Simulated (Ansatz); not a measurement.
`O[SiH2][GeH2][SH]` + `[OH][GeH2][OH]` → `O[SiH2][O][GeH2][OH]` + `[SH][GeH3]`  (cleavage of the Si–Ge bond)

Computed with Ansatz on PBE0-D4/def2-TZVP structures; ΔE is electronic, products minus reactants. CCSD(T)/CBS is the MP2 limit (def2-TZVPP, def2-QZVPP) plus CCSD(T) − MP2 in def2-TZVPP, frozen cores. Functionals use def2-TZVPP. For Ge outer-core shells are correlated without core-valence functions, which leaves a few kJ/mol of doubt a bond. Scalar relativity is left out up to krypton. Each species was taken in one conformer, which may not be the lowest.

(1) Is it downhill or uphill in electronic energy at CCSD(T)/CBS, and by how much? (An estimate is asked.)

(2) What do these levels give: PBE0-D4, ωB97X-V, PBE, r2SCAN, PBE0, HF/def2-TZVPP, MP2/def2-TZVPP, SCS-MP2/def2-TZVPP, HF/def2-QZVPP, MP2/def2-QZVPP, HF/CBS(def2), CCSD/CBS(def2)? (Best estimate.)

Largest T1 diagnostic among the species: 0.012.

Answers

(1) The calculation gave: Downhill: ΔE = -28.8 kcal/mol.

(2) Computed: PBE0-D4 -25.5, ωB97X-V -28.9, PBE -23.6, r2SCAN -28.0, PBE0 -25.7, HF/def2-TZVPP -35.1, MP2/def2-TZVPP -30.3, SCS-MP2/def2-TZVPP -31.2, HF/def2-QZVPP -35.7, MP2/def2-QZVPP -30.1, HF/CBS(def2) -35.7, CCSD/CBS(def2) -29.5 kcal/mol.

In def2-TZVPP, CCSD(T) changes the Hartree–Fock value by +5.4 kcal/mol (the triples alone add +0.7 kcal/mol) and MP2 by +4.8 kcal/mol. From PBE to PBE0 (25 % exact exchange), in def2-TZVPP and without D4, ΔE moves by −2.1 kcal/mol.
